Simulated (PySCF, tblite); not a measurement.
Calculations on `N#C[C@@H](F)[CH]OC(F)(F)F` [radical], in the order of a workflow; each names the level of the geometry that it ran on. Settings lines and outputs come from a driver script.

Species: C4H2F4NO (doublet state).
SMILES with atom numbers: `[N:1]#[C:2][C@@H:3]([F:4])[CH:5][O:6][C:7]([F:8])([F:9])[F:10]` (hydrogens: H11 on C3; H12 on C5)

Step 1: GFN2-xTB geometry optimisation, gas phase (tblite 0.8.0) (from a force-field or distance-geometry start)
```json
{"job": {"kind": "relax", "xc": "GFN2-xTB", "basis": "xTB"}, "charge": 0, "multiplicity": 2}
```
```
step      E/eV     max force
  0    -961.98820    3.105
  1    -962.40835    1.697
  2    -962.60503    1.067
...
 82    -963.05258    0.042
 83    -963.05265    0.038
 84    -963.05267    0.016
 85    -963.05268    0.014
 86    -963.05270    0.007
```

Energy lowered by 24.5 kcal/mol over 86 steps; largest atomic force 0.007 eV/Å at the end. «max force» is the largest atomic force in eV/Å.

Step 2: GFN2-xTB harmonic vibrations, gas phase (tblite 0.8.0) (on the GFN2-xTB geometry)
```json
{"job": {"kind": "ir", "xc": "GFN2-xTB", "basis": "xTB"}, "charge": 0, "multiplicity": 2}
```
```
(table of modes left out)
```

30 modes from 22 to 3128 cm⁻¹ (unscaled, harmonic); zero-point energy 36.8 kcal/mol; all wavenumbers are real at this level.

Step 3: UKS B3LYP, pcH-1 on C F H N O, non-relativistic, mean-field spin-orbit, GIAO (PySCF 2.14.0) (on the GFN2-xTB geometry)
```json
{"job": {"kind": "epr", "basis": "pcH-1"}, "charge": 0, "multiplicity": 2}
```
```
...
E = -682.91454487 Eh   <S^2> = 0.7540 (exact 0.7500)
g shifts (ppm)      1          2          3
  rmc          -204       -204       -204
  gc             11         52         48
  oz_so          41        793       1505
  total        -152        641       1349
hyperfine (MHz)  atom isotope    a_iso     a_fc   dipolar eigenvalues
    0   14N       1.61       1.61     -2.93     -2.47      5.40
    1   13C      59.46      59.46     -5.56     -1.96      7.52
    2   13C     -33.02     -33.02     -1.88     -1.52      3.41
    3   19F     150.97     150.97    -56.36    -47.63    104.00
    4   13C     109.24     109.24    -83.41    -81.46    164.87
    5   17O     -16.11     -16.11    -49.32     23.45     25.86
    6   13C      -2.85      -2.85     -2.18     -0.17      2.35
    7   19F       4.51       4.51    -11.16     -5.85     17.02
    8   19F      -3.42      -3.42     -6.28     -1.64      7.92
    9   19F       1.25       1.25    -15.43    -10.88     26.31
   10    1H      15.31      15.31     -6.03     -4.28     10.31
   11    1H     -63.21     -63.21    -37.58     -1.90     39.48
```

⟨S²⟩ 0.754; g_iso 2.0029. rmc, gc and oz_so are the mass-correction, gauge-correction and orbital-Zeeman/spin–orbit parts of the g shift along its three principal axes; a_iso is the isotropic hyperfine coupling and a_fc its Fermi-contact part. The log counts atoms from 0, this text from 1.

Which step took the most CPU time, and about what did each take on one thread of an Arm Neoverse V2, shared host?

Step 3, about 99 % of the total. CPU time by step: 1: 0.39 s, 2: 0.27 s, 3: 66 s.

Geometry of the electronic-property runs (GFN2-xTB):
```
atom  x, y, z in Å
N1    -2.698    1.775   -0.046
C2    -2.215    0.741   -0.015
C3    -1.534   -0.554    0.023
F4    -2.174   -1.435   -0.826
C5    -0.131   -0.340   -0.389
O6     0.807   -0.330    0.625
C7     2.013    0.152    0.317
F8     2.595   -0.501   -0.695
F9     2.802    0.052    1.371
F10    1.976    1.439   -0.049
H11   -1.588   -0.970    1.039
H12    0.148   -0.029   -1.380
```

 (This holds for the electronic-property runs.)

One conformer stands for the species.
